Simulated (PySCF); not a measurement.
PySCF input file for Be(iPr)(SeH) (C3H8BeSe), SMILES [SeH][Be][CH](C)C, ωB97X-D3(BJ)/def2-SVP. The structure is a stationary point at ωB97X-D3(BJ)/def2-SVP. The values are those of a single conformer.

```python
import numpy as np
from pyscf import gto, scf, dft, df
from pyscf.hessian import thermo

mol = gto.M(
    atom='''
    Be   -0.27767253   -0.13447426    0.03649122
    C    -1.55000017   -1.04354207   -0.60772816
    C    -1.12358717   -2.46921541   -1.00767719
    C    -2.26048229   -0.33319215   -1.77606825
    H    -2.28855495   -1.14001287    0.21661416
    H    -1.98456278   -3.06216944   -1.36686786
    H    -0.38205245   -2.45559860   -1.82557227
    H    -0.67175844   -3.02245100   -0.16730146
    H    -2.63396731    0.66552607   -1.49408515
    H    -3.12595173   -0.91815422   -2.13752854
    H    -1.58461317   -0.19736919   -2.63849266
    Se    1.25919310    0.96181963    0.80911062
    H     0.57400348    1.04195661    2.10634944
    ''',
    basis='def2-SVP',
    charge=0,
    spin=0,
    max_memory=1600,
    verbose=3,
)
mf = dft.RKS(mol, xc='wb97x-d3bj').density_fit(auxbasis='def2-universal-jkfit')
mf.grids.level = 3
mf.conv_tol = 1e-11
mf.max_cycle = 100
mf.kernel()

# [left out here: the lines that compute and print the analytic Hessian (its translational invariance restored by hand, since the grid's response is missing), thermochemistry and intensities]
```

Program output:

```
[...]
      11  Se                 0.00  0.00  0.00   -0.00  0.00 -0.00    0.01  0.01  0.00
      12   H                -0.05 -0.03 -0.02    0.00 -0.00  0.00   -0.01 -0.01 -0.00
Mode                                15                  16                  17
Irrep
Freq [cm^-1]                     1104.0432           1189.8120           1281.6789
Reduced mass [au]                   2.7388              1.6722              2.2690
Force const [Dyne/A]                1.9669              1.3947              2.1961
Char temp [K]                    1588.4724           1711.8746           1844.0506
Normal mode                   x     y     z       x     y     z       x     y     z
       0  Be                 0.00 -0.01  0.00   -0.04 -0.02 -0.01   -0.07 -0.06 -0.05
       1   C                -0.08  0.16 -0.06   -0.03  0.03  0.12    0.13  0.10  0.08
       2   C                 0.06 -0.08 -0.02    0.02  0.00 -0.09   -0.06 -0.03 -0.01
       3   C                 0.02 -0.07  0.08    0.04 -0.04 -0.08   -0.05 -0.04 -0.01
       4   H                -0.15  0.29 -0.10    0.15  0.19  0.31   -0.23 -0.22 -0.29
       5   H                -0.03  0.04 -0.01   -0.00 -0.12  0.15    0.08 -0.20 -0.05
       6   H                -0.01 -0.19 -0.09    0.13 -0.30  0.00    0.09  0.08  0.12
       7   H                -0.00 -0.21 -0.07   -0.11  0.19  0.11    0.12  0.10 -0.02
       8   H                 0.14 -0.05  0.16    0.05 -0.11  0.22    0.15  0.04  0.00
       9   H                -0.01  0.04 -0.02   -0.13  0.12  0.06   -0.09  0.12 -0.17
      10   H                 0.12 -0.03  0.17   -0.15  0.22 -0.18    0.08  0.09  0.11
      11  Se                -0.00  0.00 -0.00    0.00  0.00  0.00    0.00  0.00  0.00
      12   H                 0.00 -0.00  0.00   -0.00 -0.00 -0.00    0.01  0.00  0.00
Mode                                18                  19                  20
Irrep
Freq [cm^-1]                     1315.7310           1399.2885           1415.1274
Reduced mass [au]                   1.3128              1.2604              1.2366
Force const [Dyne/A]                1.3390              1.4540              1.4590
Char temp [K]                    1893.0440           2013.2646           2036.0533
Normal mode                   x     y     z       x     y     z       x     y     z
       0  Be                 0.00 -0.00  0.00   -0.00  0.00 -0.00    0.00  0.00  0.00
       1   C                 0.05 -0.10  0.04    0.01 -0.03  0.01   -0.00 -0.01 -0.01
       2   C                 0.03  0.02 -0.04   -0.02  0.09  0.01   -0.03  0.08  0.03
       3   C                -0.05  0.01  0.03   -0.05  0.05 -0.06    0.04 -0.04  0.07
       4   H                -0.34  0.64 -0.23   -0.05  0.09 -0.03    0.01  0.00 -0.01
       5   H                -0.09  0.10  0.14    0.20 -0.26  0.00    0.22 -0.25 -0.05
       6   H                 0.05 -0.07 -0.02    0.03 -0.37  0.04    0.00 -0.37  0.03
       7   H                -0.10  0.12  0.09    0.03 -0.27 -0.24    0.06 -0.28 -0.25
       8   H                -0.00  0.08 -0.16    0.12 -0.02  0.35   -0.11  0.03 -0.36
       9   H                 0.02  0.04 -0.19    0.07 -0.26  0.18   -0.04  0.24 -0.23
      10   H                 0.02 -0.05  0.07    0.27 -0.20  0.16   -0.28  0.17 -0.16
      11  Se                 0.00 -0.00  0.00    0.00 -0.00  0.00    0.00  0.00 -0.00
      12   H                -0.00  0.00 -0.00   -0.00  0.00 -0.00   -0.00 -0.00 -0.00
Mode                                21                  22                  23
Irrep
Freq [cm^-1]                     1468.2909           1485.8211           1486.4550
Reduced mass [au]                   1.0409              1.0488              1.0460
Force const [Dyne/A]                1.3222              1.3642              1.3618
Char temp [K]                    2112.5438           2137.7658           2138.6778
Normal mode                   x     y     z       x     y     z       x     y     z
       0  Be                -0.00  0.00 -0.00   -0.01 -0.01 -0.00    0.00 -0.00  0.00
       1   C                 0.00 -0.00  0.00    0.03  0.02  0.01    0.01 -0.02  0.01
       2   C                 0.04  0.01  0.00    0.03  0.01 -0.00    0.00  0.00  0.04
       3   C                -0.03 -0.02  0.00    0.03  0.02 -0.00    0.01 -0.02 -0.03
       4   H                 0.02 -0.03  0.01   -0.03 -0.03 -0.05   -0.04  0.07 -0.02
       5   H                 0.16 -0.25  0.08    0.17 -0.27  0.09    0.14  0.09 -0.45
       6   H                -0.25  0.17 -0.25   -0.23  0.18 -0.23   -0.27 -0.24 -0.23
       7   H                -0.44 -0.13  0.16   -0.43 -0.13  0.15    0.09  0.22  0.12
       8   H                 0.40  0.19 -0.18   -0.40 -0.19  0.17   -0.18 -0.04 -0.19
       9   H                 0.11 -0.27  0.10   -0.13  0.29 -0.11   -0.27  0.16  0.36
      10   H                -0.04  0.39  0.04    0.06 -0.37 -0.03    0.27  0.22  0.23
      11  Se                 0.00 -0.00  0.00    0.00  0.00  0.00    0.00 -0.00  0.00
      12   H                 0.00 -0.00  0.00   -0.00 -0.00 -0.00    0.00 -0.00  0.00
Mode                                24                  25                  26
Irrep
Freq [cm^-1]                     1495.1251           2482.5364           3008.4134
Reduced mass [au]                   1.0421              1.0203              1.0804
Force const [Dyne/A]                1.3725              3.7048              5.7610
Char temp [K]                    2151.1521           3571.8172           4328.4370
Normal mode                   x     y     z       x     y     z       x     y     z
       0  Be                 0.01  0.00  0.00   -0.00  0.00  0.00   -0.00  0.00  0.00
       1   C                -0.00 -0.01 -0.03    0.00 -0.00 -0.00   -0.05 -0.01  0.06
       2   C                -0.00  0.01 -0.03   -0.00  0.00 -0.00    0.00  0.00 -0.00
       3   C                 0.01 -0.02 -0.02   -0.00 -0.00 -0.00    0.01 -0.00 -0.00
       4   H                 0.00 -0.01 -0.02    0.00  0.00  0.00    0.64  0.09 -0.69
       5   H                -0.14 -0.07  0.44    0.00 -0.00 -0.00   -0.06 -0.04 -0.03
       6   H                 0.27  0.21  0.23   -0.00 -0.00  0.00   -0.01  0.00  0.01
       7   H                -0.08 -0.24 -0.15   -0.00  0.00 -0.00    0.02 -0.02  0.04
       8   H                -0.19 -0.03 -0.22    0.00 -0.00  0.00   -0.02  0.05  0.02
       9   H                -0.26  0.15  0.37    0.00  0.00 -0.00   -0.06 -0.04 -0.03
      10   H                 0.26  0.23  0.23   -0.00 -0.00  0.00   -0.00 -0.00  0.01
      11  Se                -0.00 -0.00 -0.00   -0.01  0.00  0.01   -0.00 -0.00  0.00
      12   H                 0.00  0.00  0.00    0.44 -0.07 -0.88    0.00 -0.00 -0.00
Mode                                27                  28                  29
Irrep
Freq [cm^-1]                     3035.8409           3036.6241           3115.2779
Reduced mass [au]                   1.0381              1.0390              1.1024
Force const [Dyne/A]                5.6368              5.6450              6.3037
Char temp [K]                    4367.8991           4369.0260           4482.1912
Normal mode                   x     y     z       x     y     z       x     y     z
       0  Be                -0.00  0.00 -0.00    0.00  0.00  0.00   -0.00 -0.00 -0.00
       1   C                 0.00 -0.00  0.00   -0.01 -0.00  0.01    0.00  0.00 -0.00
       2   C                -0.00  0.03  0.01    0.00 -0.03 -0.01    0.06  0.01 -0.00
       3   C                -0.02  0.01 -0.03   -0.02  0.01 -0.03    0.05  0.04 -0.01
       4   H                -0.00  0.00  0.00    0.07  0.01 -0.07   -0.05 -0.01  0.05
       5   H                -0.38 -0.25 -0.15    0.37  0.24  0.15   -0.37 -0.25 -0.16
       6   H                 0.26  0.01 -0.29   -0.25 -0.01  0.27   -0.29 -0.01  0.33
       7   H                 0.14 -0.16  0.27   -0.13  0.16 -0.25   -0.07  0.10 -0.15
       8   H                 0.11 -0.30 -0.09    0.11 -0.31 -0.09    0.07 -0.16 -0.05
       9   H                 0.36  0.25  0.14    0.37  0.26  0.15   -0.36 -0.25 -0.15
      10   H                -0.24 -0.04  0.29   -0.24 -0.05  0.30   -0.26 -0.05  0.34
      11  Se                 0.00 -0.00  0.00   -0.00 -0.00 -0.00    0.00  0.00  0.00
      12   H                 0.00 -0.00  0.00   -0.00  0.00  0.00    0.00  0.00  0.00
Mode                                30                  31                  32
Irrep
Freq [cm^-1]                     3115.8943           3134.1275           3135.0555
Reduced mass [au]                   1.1039              1.1042              1.1034
Force const [Dyne/A]                6.3148              6.3906              6.3897
Char temp [K]                    4483.0782           4509.3116           4510.6469
Normal mode                   x     y     z       x     y     z       x     y     z
       0  Be                 0.00 -0.00  0.00   -0.00  0.00 -0.00   -0.00 -0.00  0.00
       1   C                -0.00  0.00 -0.00    0.00 -0.00  0.00   -0.00 -0.00  0.00
       2   C                 0.06  0.01 -0.00   -0.01  0.02 -0.06    0.01 -0.02  0.06
       3   C                -0.05 -0.04  0.01   -0.03  0.04  0.04   -0.03  0.04  0.04
       4   H                -0.00  0.00 -0.00   -0.00  0.00  0.00    0.04  0.00 -0.04
       5   H                -0.37 -0.24 -0.15    0.09  0.06  0.03   -0.09 -0.06 -0.02
       6   H                -0.29 -0.01  0.33   -0.24 -0.01  0.26    0.24  0.01 -0.25
       7   H                -0.06  0.09 -0.14    0.23 -0.28  0.44   -0.23  0.27 -0.42
       8   H                -0.07  0.16  0.05    0.18 -0.50 -0.14    0.19 -0.51 -0.15
       9   H                 0.37  0.26  0.15   -0.09 -0.06 -0.03   -0.10 -0.05 -0.03
      10   H                 0.27  0.05 -0.35    0.21  0.05 -0.26    0.22  0.05 -0.28
      11  Se                -0.00  0.00 -0.00    0.00 -0.00  0.00    0.00  0.00  0.00
      12   H                -0.00  0.00 -0.00   -0.00  0.00 -0.00    0.00 -0.00 -0.00
temperature 298.1500 [K]
pressure 101325.00 [Pa]
Rotational constants [GHz] 7.66010 0.98119 0.90297
Symmetry number 1
Zero-point energy (ZPE) 0.10299 [Eh]   270410.831 [J/mol]
                           tot       elec      trans        rot        vib
Entropy [J/mol/K]       381.972      0.000    169.650    118.201     94.121
Cv [J/mol/K]            109.292      0.000     12.472     12.472     84.349
Cp [J/mol/K]            117.607      0.000     20.786     12.472     84.349
Internal energy [J/mol]                      3718.434   3718.434 284274.999
Internal energy [Eh]   -2534.98702  -2535.09813
Enthalpy [J/mol]                             6197.391   3718.434 284274.999
Enthalpy [Eh]          -2534.98608
Gibbs free energy [J/mol]                  -44383.813 -31523.263 256212.807
Gibbs free energy [Eh] -2535.02945
mode   freq/cm-1   IR/(km/mol)
   1       31.17         6.893
   2       81.05         0.250
   3      106.44         2.924
   4      229.26         0.003
   5      241.23         1.233
   6      259.57         6.724
   7      382.20        15.003
   8      386.37        25.011
   9      423.21        16.548
  10      596.70         2.592
  11      878.40         8.995
  12      920.55         2.515
  13      963.25         8.547
  14      992.15         0.015
  15     1012.47       154.833
  16     1104.04         3.899
  17     1189.81         3.205
  18     1281.68        35.878
  19     1315.73         0.008
  20     1399.29         0.406
  21     1415.13         1.443
  22     1468.29         0.437
  23     1485.82        15.262
  24     1486.46         5.720
  25     1495.13         6.154
  26     2482.54         9.007
  27     3008.41        22.714
  28     3035.84        37.310
  29     3036.62        39.804
  30     3115.28        58.964
  31     3115.89         1.904
  32     3134.13        17.145
  33     3135.06        35.583
max |gradient| / (hartree/bohr): 3.419024825685032e-05
APT charges: [ 0.7387 -0.329   0.0939  0.0939 -0.0328 -0.0498 -0.0223 -0.0184 -0.0183
 -0.0498 -0.0223 -0.3874  0.0036]
```

The calculation finished and met its thresholds.

Cost: about 4 core-minutes (a rough figure).
